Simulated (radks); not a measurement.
Effect of the nuclear size on neutral aluminium, [Ne] 3s2 3p1. All-electron calculation, Dirac Kohn-Sham, BLYP, spin-unpolarised, spherical densities, finite nucleus; open shells fill j = l - 1/2 first; Fermi nuclear charge, rms radius 3.061 fm. Program: a radial shooting solver on a logarithmic mesh with Libxc functionals. The rms radius is varied about that value; shifts are against it.

rms radius (fm)  total energy shift (eV)  density at nucleus (e/bohr^3)  1s1/2 shift (meV)
2.6508                         -0.000931                           1506             -0.387
2.9661                         -0.000227                           1504             -0.094
3.061                                  0                           1504              0.000
3.3151                          0.000643                           1502              0.267
3.7099                           0.00174                           1500              0.723

Slopes of the eigenvalues against <r^2> in GHz/fm^2, as finite differences over the two radii next to the reference (eigenvalue slopes, not the field-shift constants of lines): 1s1/2 39.8.
